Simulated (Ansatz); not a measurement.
## Cost against result

Saddle point of AlNH₄SF₂, closed shell (AlHSF₂ ([F][Al]([F])[SH]) + NH₃ → AlNH₂F₂ ([NH2][Al]([F])[F]) + H₂S (still joined by a long Al–S bond); bonds formed: S2–H5; dative contacts that become bonds: Al1–N6; bonds broken: H5–N6; bonds weakened to dative contacts: Al1–S2), PBE0-D4/def2-TZVP structure:

```tsv
atom	x (Å)	y (Å)	z (Å)
Al1	-0.7999	0.3646	-0.3840
S2	1.5371	0.9810	-0.7186
F3	-1.2144	-0.5130	-1.7213
F4	-1.6090	1.7478	0.0057
H5	1.1777	0.0671	0.3771
N6	-0.1892	-0.6309	1.0366
H7	1.7186	-0.0380	-1.5771
H8	-0.2288	-1.6406	0.9985
H9	-0.3921	-0.3378	1.9831
```

Barriers are electronic and count from the start structure reached by relaxing down the imaginary mode.

Program: Ansatz 0.2.0. Basis: as named in each row. Cores are frozen in the correlated methods. B3LYP uses VWN-RPA correlation. Extrapolation: Hartree–Fock as exp(−7.88 √X), correlation as X^−2.97.

Times are rough, for one single point on 4 threads of a shared host (Intel Xeon 6975P-C).

The estimate by CCSD(T) at an estimated basis limit (MP2 extrapolated from triple and quadruple zeta, plus CCSD(T) − MP2 in triple zeta) is 144.2 kJ/mol.

```
      method       basis  time (s)  barrier (kJ/mol)  method less estimate
          HF      STO-3G   under 1             152.5                   8.3
      PBE-D4      STO-3G   under 1              37.2                -107.0
       SPW92    def2-SVP   under 1             103.0                 -41.1
      PBE-D4    def2-SVP   under 1             114.1                 -30.1
    B3LYP-D4       6-31G   under 1             164.5                  20.3
     PBE0-D4    def2-SVP   under 1             132.6                 -11.6
       SPW92  def2-TZVPP         1             106.3                 -37.9
     BLYP-D4  def2-TZVPP         1             119.3                 -24.9
      PBE-D4  def2-TZVPP         1             116.5                 -27.6
    BHLYP-D4  def2-TZVPP         2             151.6                   7.4
     PBE0-D4  def2-TZVPP         2             133.0                 -11.2
     wB97M-V    def2-SVP         2             138.8                  -5.4
     CCSD(T)    def2-SVP         2             146.7                   2.6
    B3LYP-D4  def2-TZVPP         2             132.8                 -11.4
   r2SCAN-D4  def2-TZVPP         2             128.0                 -16.2
CAM-B3LYP-D4  def2-TZVPP         2             139.0                  -5.2
  r2SCAN0-D4  def2-TZVPP         2             139.5                  -4.7
  RPA on PBE  def2-TZVPP         2             138.1                  -6.0
      B2PLYP  def2-TZVPP         3             138.2                  -5.9
    PBE-QIDH  def2-TZVPP         3             143.2                  -1.0
      B97M-V  def2-TZVPP         4             139.5                  -4.7
     wB97X-V  def2-TZVPP         4             142.9                  -1.3
     wB97M-V  def2-TZVPP         4             141.2                  -2.9
         MP2  def2-QZVPP        10             139.7                  -4.5
     CCSD(T)  def2-TZVPP        27             143.1                  -1.1
```

All methods are single points on the PBE0-D4 structures.

The T1 diagnostic stays at or below 0.012.

Labels in which every atom is bracketed show which atoms are joined, not bond orders.
